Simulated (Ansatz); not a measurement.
Frontier orbitals of AlH5OSi2 (`[O]1[AlH][SiH2][SiH2]1`).

Z-matrix (Å, degrees):
```
Si
Al 1 2.740
O 1 1.667 2 36.9
Si 1 2.361 2 56.7 3 179.9
H 1 1.488 2 124.2 3 79.0
H 1 1.488 2 124.1 3 -79.2
H 2 1.580 1 157.7 3 0.3
H 4 1.488 1 117.1 2 -113.3
H 4 1.488 1 117.2 2 113.4
```

Total charge 0; spin multiplicity 1. All single points use the PBE0-D4/def2-TZVP geometry. Basis def2-TZVPP, Ansatz 0.2.0.

```csv
functional,HOMO (eV),LUMO (eV),gap (eV)
LDA (SPW92),-6.07,-2.72,3.35
PBE,-5.97,-2.53,3.44
BLYP,-5.81,-2.37,3.44
r2SCAN,-6.16,-2.33,3.83
B97M-V,-6.25,-2.50,3.75
PBE0,-6.93,-1.77,5.16
BHLYP,-7.76,-0.93,6.83
ωB97M-V,-8.82,-0.07,8.75
```

A quarter of exact exchange (PBE0) shifts PBE's HOMO by −0.95 eV and its LUMO by +0.77 eV; full exchange at long range (ωB97M-V) shifts them by −2.85 and +2.47 eV. The gap opens from 3.44 to 8.75 eV, since occupied levels lose self-interaction and empty ones feel all the electrons.
